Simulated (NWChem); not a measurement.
System: MgHCl; SMILES [MgH][Cl]

Output (shortened):

```
             Northwest Computational Chemistry Package (NWChem) 7.3.0
             --------------------------------------------------------

                             Geometry "geometry" -> ""
                             -------------------------

 Output coordinates in angstroms (scale by  1.889725989 to convert to a.u.)

  No.       Tag          Charge          X              Y              Z
 ---- ---------------- ---------- -------------- -------------- --------------
    1 Mg                  12.0000    -0.00192900     1.13578500     0.00000000
    2 H                    1.0000    -0.00770900     2.82904400     0.00000000
    3 Cl                  17.0000     0.00142200    -1.07564600     0.00000000

 Effective nuclear repulsion energy (a.u.)      54.8695769742

  pbe96 is a nonlocal functional; adding pw91lda local functional.

                                 NWChem DFT Module
                                 -----------------

 Summary of "ao basis" -> "ao basis" (spherical)
 ------------------------------------------------------------------------------
       Tag                 Description            Shells   Functions and Types
 ---------------- ------------------------------  ------  ---------------------
 Mg                          6-31g*                  8       18   4s3p1d
 H                           6-31g*                  2        2   2s
 Cl                          6-31g*                  8       18   4s3p1d

            General Information
            -------------------
          SCF calculation type: DFT
          Wavefunction type:  closed shell.
          No. of atoms     :     3
          No. of electrons :    30
           Alpha electrons :    15
            Beta electrons :    15
          Charge           :     0
          Spin multiplicity:     1
          Use of symmetry is: off; symmetry adaption is: off
          Maximum number of iterations: 150
          AO basis - number of functions:    38
                     number of shells:    18
          Convergence on energy requested:  1.00D-06
          Convergence on density requested:  1.00D-05
          Convergence on gradient requested:  5.00D-04

              XC Information
              --------------
                     Hartree-Fock (Exact) Exchange  1.000
                     LC-wPBE(h)Exchange Functional  1.000
            Perdew 1991 LDA Correlation Functional  1.000 local
           PerdewBurkeErnz. Correlation Functional  1.000 non-local

           Range-Separation Parameters
           ---------------------------
           Alpha           :  0.00
           Beta            :  1.00
           Gamma           :  0.50
           Short-Range HF  :     F

             Grid Information
             ----------------
          Grid used for XC integration:  medium
          Radial quadrature: Mura-Knowles
          Angular quadrature: Lebedev.
          Tag              B.-S. Rad. Rad. Pts. Rad. Cut. Ang. Pts.
          ---              ---------- --------- --------- ---------
          Mg                  1.50       88           8.0       590
          H                   0.35       45          10.0       434
          Cl                  1.00       88          10.0       590
          Grid pruning is: on
          Number of quadrature shells:   221
          Spatial weights used:  Erf1

      Superposition of Atomic Density Guess
      -------------------------------------

 Sum of atomic energies:        -659.54403455

      Non-variational initial energy
      ------------------------------

 Total energy =    -659.607608
 1-e energy   =   -1024.154711
 2-e energy   =     309.677526
 HOMO         =      -0.375161
 LUMO         =      -0.027178

   convergence    iter        energy       DeltaE   RMS-Dens  Diis-err
 ---------------- ----- ----------------- --------- --------- ---------
 d= 0,ls=0.0,diis     1   -660.6512911849 -7.16D+02  1.60D-02  2.06D-01
 d= 0,ls=0.0,diis     2   -660.6821291729 -3.08D-02  4.60D-03  2.35D-02
 d= 0,ls=0.0,diis     3   -660.6859557005 -3.83D-03  1.30D-03  1.16D-03
 d= 0,ls=0.0,diis     4   -660.6863007221 -3.45D-04  2.73D-04  3.56D-05
 d= 0,ls=0.0,diis     5   -660.6863182070 -1.75D-05  4.50D-05  1.32D-06
 d= 0,ls=0.0,diis     6   -660.6863186921 -4.85D-07  1.05D-05  6.40D-08
 d= 0,ls=0.0,diis     7   -660.6863187125 -2.03D-08  1.67D-06  8.74D-10

         Total DFT energy =     -660.686318712451
      One electron energy =    -1025.475473966890
           Coulomb energy =      354.878588289513
    Exchange-Corr. energy =      -44.959010009236
 Nuclear repulsion energy =       54.869576974162

 Numeric. integr. density =       30.000000511817

                       DFT Final Molecular Orbital Analysis
                       ------------------------------------

 Vector   13  Occ=2.000000D+00  E=-4.368455D-01
              MO Center=  1.3D-03, -1.0D+00,  2.3D-07, r^2= 1.3D+00
   Bfn.  Coefficient  Atom+Function         Bfn.  Coefficient  Atom+Function
  ----- ------------  ---------------      ----- ------------  ---------------
    27      0.702195  3 Cl px                31      0.388770  3 Cl px
    23     -0.277414  3 Cl px                 7      0.073258  1 Mg px
    14     -0.054922  1 Mg d -2               3     -0.036516  1 Mg px

 Vector   14  Occ=2.000000D+00  E=-4.368455D-01
              MO Center=  1.3D-03, -1.0D+00, -2.3D-07, r^2= 1.3D+00
   Bfn.  Coefficient  Atom+Function         Bfn.  Coefficient  Atom+Function
  ----- ------------  ---------------      ----- ------------  ---------------
    29      0.702196  3 Cl pz                33      0.388771  3 Cl pz
    25     -0.277415  3 Cl pz                 9      0.073258  1 Mg pz
    15     -0.054922  1 Mg d -1               5     -0.036516  1 Mg pz

 Vector   15  Occ=2.000000D+00  E=-4.205209D-01
              MO Center= -5.7D-03,  2.1D+00,  2.0D-10, r^2= 2.7D+00
   Bfn.  Coefficient  Atom+Function         Bfn.  Coefficient  Atom+Function
  ----- ------------  ---------------      ----- ------------  ---------------
    20      0.336298  2 H  s                  8      0.289884  1 Mg py
    19      0.285988  2 H  s                 28     -0.263977  3 Cl py
     6      0.219580  1 Mg s                  4     -0.140651  1 Mg py
    32     -0.122567  3 Cl py                10      0.117047  1 Mg s
     2     -0.110405  1 Mg s                 24      0.103156  3 Cl py

 Vector   16  Occ=0.000000D+00  E= 3.928291D-02
              MO Center=  1.1D-01,  7.3D-01,  1.6D-08, r^2= 5.8D+00
   Bfn.  Coefficient  Atom+Function         Bfn.  Coefficient  Atom+Function
  ----- ------------  ---------------      ----- ------------  ---------------
    10      1.157273  1 Mg s                 30     -0.496359  3 Cl s
    20     -0.429469  2 H  s                 12     -0.376845  1 Mg py
    32     -0.213776  3 Cl py                28     -0.182341  3 Cl py
     2     -0.170863  1 Mg s                 19     -0.121517  2 H  s
    26     -0.117833  3 Cl s                  6      0.097868  1 Mg s

 Vector   17  Occ=0.000000D+00  E= 4.211635D-02
              MO Center= -2.1D-03,  1.3D+00, -8.0D-07, r^2= 7.1D+00
   Bfn.  Coefficient  Atom+Function         Bfn.  Coefficient  Atom+Function
  ----- ------------  ---------------      ----- ------------  ---------------
    13      0.870485  1 Mg pz                 9      0.239727  1 Mg pz
    33     -0.215018  3 Cl pz                29     -0.139156  3 Cl pz
     5     -0.119115  1 Mg pz                25      0.055985  3 Cl pz
    15      0.026208  1 Mg d -1

 Vector   18  Occ=0.000000D+00  E= 4.212218D-02
              MO Center= -1.1D-01,  1.3D+00,  7.8D-07, r^2= 7.1D+00
   Bfn.  Coefficient  Atom+Function         Bfn.  Coefficient  Atom+Function
  ----- ------------  ---------------      ----- ------------  ---------------
    11      0.869575  1 Mg px                 7      0.239465  1 Mg px
    31     -0.214810  3 Cl px                27     -0.139025  3 Cl px
     3     -0.118984  1 Mg px                23      0.055932  3 Cl px
    10     -0.052690  1 Mg s                 14      0.026171  1 Mg d -2

     Multipole analysis of the density
     ---------------------------------

     L   x y z        total         alpha         beta         nuclear
     -   - - -        -----         -----         ----         -------
     0   0 0 0     -0.000000    -15.000000    -15.000000     30.000000

     1   1 0 0      0.002032      0.007330      0.007330     -0.012629
     1   0 1 0      0.722799      2.088154      2.088154     -3.453508
     1   0 0 1     -0.000000     -0.000000     -0.000000      0.000000

     2   2 0 0    -16.156316     -8.078405     -8.078405      0.000494
     2   1 1 0      0.027023      0.145825      0.145825     -0.264626
     2   1 0 1     -0.000000     -0.000000     -0.000000      0.000000
     2   0 2 0    -24.939741    -89.520626    -89.520626    154.101510
     2   0 1 1     -0.000000     -0.000000     -0.000000      0.000000
     2   0 0 2    -16.156240     -8.078120     -8.078120      0.000000

                                 NWChem DFT Module
                                 -----------------

            General Information
            -------------------
          SCF calculation type: DFT
          Wavefunction type:  spin polarized.
          No. of atoms     :     3
          No. of electrons :    29
           Alpha electrons :    15
            Beta electrons :    14
          Charge           :     1
          Spin multiplicity:     2
          Use of symmetry is: off; symmetry adaption is: off
          Maximum number of iterations: 150
          This is a Direct SCF calculation.
          AO basis - number of functions:    38
                     number of shells:    18
          Convergence on energy requested:  1.00D-06
          Convergence on density requested:  1.00D-05
          Convergence on gradient requested:  5.00D-04

[...]
```

Level: LC-wPBE (HJS exchange hole, range parameter 0.5 per bohr)/6-31G* (spherical d), vertical spin-unrestricted ions. The geometry was optimised at B3LYP/6-31G* (spherical d).

Write an input that gives this output.

This is not unique; one that fits is the input that was run:
```
start job
memory heap 200 mb stack 900 mb global 1100 mb
geometry units angstroms noautosym nocenter noautoz
  Mg    -0.001929     1.135785     0.000000
  H     -0.007709     2.829044     0.000000
  Cl     0.001422    -1.075646     0.000000
end
basis spherical
  Mg library 6-31g*
  H library 6-31g*
  Cl library 6-31g*
end
dft
  xc xwpbe 1.00 cpbe96 1.0 hfexch 1.00
  cam 0.5 cam_alpha 0.0 cam_beta 1.0
  iterations 150
  vectors input atomic output neutral.movecs
end
task dft energy
charge 1
dft
  odft
  mult 2
  vectors input atomic output cation.movecs
end
task dft energy
```
